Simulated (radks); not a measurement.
Results of a calculation; reference values are marked as such.
Q: The cobalt ion Co3+, configuration [Ar] 3d6. Level of theory: scalar-relativistic Kohn-Sham, PBE, spin-polarised, spherical densities, finite nucleus; open shells are filled with parallel spins first; Fermi nuclear charge, rms radius 3.7875 fm (a radial shooting solver on a logarithmic mesh with Libxc functionals). Some entries of the table are withheld. Estimate them.

| orbital | occ. | eigenvalue (Ry) | r(max) (bohr) | <r> (bohr) |
|---|---|---|---|---|
| 1s down | 1 | -560.9168 | 0.03678 | 0.05619 |
| 1s up | 1 | -560.9159 | 0.03678 | 0.05619 |
| 2s up | 1 | -68.99999 | 0.2132 | 0.2557 |
| 2s down | 1 | -68.83299 | 0.2130 | 0.2552 |
| 2p up | 3 | -59.49365 | 0.1721 | 0.2252 |
| 2p down | 3 | -59.36774 | 0.1719 | 0.2247 |
| 3s up | 1 | -10.48137 | 0.6669 | 0.7673 |
| 3s down | 1 | -10.12346 | 0.6680 | 0.7703 |
| 3p up | 3 | -7.76095 | 0.6755 | 0.8034 |
| 3p down | 3 | -7.40985 | 0.6772 | 0.8088 |
| 3d up | 5 | (1) | (2) | 0.9295 |
| 3d down | 1 | (3) | (4) | 0.9600 |

A: 
(1) 3d up eigenvalue (Ry): -3.44904
(2) 3d up r(max) (bohr): 0.6526
(3) 3d down eigenvalue (Ry): -3.11667
(4) 3d down r(max) (bohr): 0.6604
